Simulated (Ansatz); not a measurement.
Total energies of B₁₆N₁₆H₃₆, a nanocrystal cut from zinc blende BN (hydrogen-capped) from Ansatz at PBE-D4/def2-SVP, gas phase (1 Eh = 27.2114 eV = 2625.5 kJ/mol). The reference geometry is relaxed at PBE-D4/def2-SVP.

```xyz
68

B     0.777    1.739   -2.002
B     1.589   -0.835   -1.877
B     1.694    2.152    0.358
B     2.515   -0.419    0.497
B    -0.072   -2.781   -2.309
B    -0.915   -0.329   -2.408
B     0.037    0.144   -0.040
B    -2.468    0.586   -0.560
B    -1.627   -1.807   -0.471
B    -0.768    2.648   -0.166
B    -1.532    1.007    1.840
B     0.883   -2.313    0.061
B     1.791   -1.945    2.467
B    -0.689   -1.386    1.933
B     0.946    0.506    2.366
B    -3.194   -0.940    1.410
N    -0.408    1.155   -2.887
N     0.310   -1.261   -2.664
N     1.903    0.688   -2.396
N     2.913    1.144    0.200
N     0.433    1.663   -0.460
N     1.264   -0.794   -0.353
N     1.465    1.997    1.924
N     2.133   -0.443    2.010
N    -2.107    2.155   -0.867
N    -0.385   -2.717   -0.770
N    -1.222   -0.293   -0.880
N    -0.293    0.124    1.501
N    -2.746    0.541    0.976
N    -1.928   -1.807    1.068
N    -1.244    2.544    1.347
N     0.535   -2.304    1.590
H     1.082    2.876   -2.355
H     2.570   -1.514   -2.156
H     2.022    3.301    0.065
H     3.506   -1.091    0.244
H     0.899   -3.504   -2.542
H    -1.067   -3.107   -2.958
H    -1.884   -0.612   -3.101
H    -3.454    0.311   -1.232
H    -2.606   -2.170   -1.113
H    -0.503    3.809   -0.473
H    -1.789    1.060    3.036
H     1.823   -3.063   -0.174
H     2.748   -2.673    2.200
H     1.517   -1.947    3.668
H    -0.951   -1.426    3.130
H     0.715    0.553    3.568
H    -4.167   -1.278    0.736
H    -3.433   -0.948    2.619
H    -0.068    1.040   -3.853
H    -1.187    1.802   -3.030
H     0.512   -1.320   -3.671
H     1.952    0.633   -3.424
H     2.856    0.984   -2.170
H     3.438    1.249   -0.672
H     3.633    1.390    0.895
H     2.367    2.137    2.401
H     0.903    2.742    2.345
H     2.953   -0.224    2.591
H    -2.170    2.376   -1.864
H    -2.893    2.706   -0.493
H    -0.633   -3.682   -0.516
H    -3.582    1.094    1.205
H    -2.190   -2.764    1.338
H    -0.660    3.059    2.011
H    -2.139    3.045    1.443
H     0.295   -3.265    1.865
```

```tsv
state	geometry	energy (Eh)
charge 0 singlet	reference	-1294.00532
charge 1 doublet	reference	-1293.74453
charge -1 doublet	reference	-1294.00082
free B atom (doublet)	–	-24.58153
free N atom (quartet)	–	-54.46658
free H atom (doublet)	–	-0.49863
```

Single mean-field runs in def2-SVP are fitted with def2-universal-jkfit.

Problem. Work out the vertical ionisation energy to the doublet.

Solution. E(charge 1 doublet) − E(charge 0 singlet) = -1293.74453 − (-1294.00532) = 0.26079 Eh = 7.10 eV. For comparison, −ε of the highest occupied level is 5.07 eV at this level, 2.03 eV less.

Problem. Work out the vertical electron affinity, to the doublet.

Solution. E(charge 0 singlet) − E(charge -1 doublet) = -1294.00532 − (-1294.00082) = -0.00450 Eh = -0.12 eV; negative, so the extra electron isn't bound. The basis lacks diffuse functions, which makes affinities too small.

Problem. Give the fundamental gap IE − EA, the Mulliken electronegativity (IE + EA)/2 and the hardness (IE − EA)/2.

Solution. From the values in Eh: IE − EA = 0.26079 − (-0.00450) = 0.26529 Eh = 7.22 eV; (IE + EA)/2 = 3.49 eV; (IE − EA)/2 = 3.61 eV. The HOMO–LUMO gap of the same run is 3.72 eV, 3.50 eV smaller than the fundamental gap.

Problem. What is the binding energy per atom against free atoms?

Solution. Atoms: 16 × (-24.58153) + 16 × (-54.46658) + 36 × (-0.49863) = -1282.72044 Eh. Binding: -1282.72044 − (-1294.00532) = 11.28488 Eh = 307.08 eV, or 4.52 eV for each of 68 atoms (no zero-point energy, no counterpoise term).

At PBE-D4/def2-SVP the gap within one spin of the charge 1 doublet nearly closes, so an electron or hole may be smeared out by delocalisation error. At PBE-D4/def2-SVP the highest occupied level of the charge -1 doublet lies above zero (up to 1.77 eV). By energy differences it is unbound by 0.12 eV (vertical, to the charge 0 singlet, at PBE-D4/def2-SVP) and held by the finite basis.
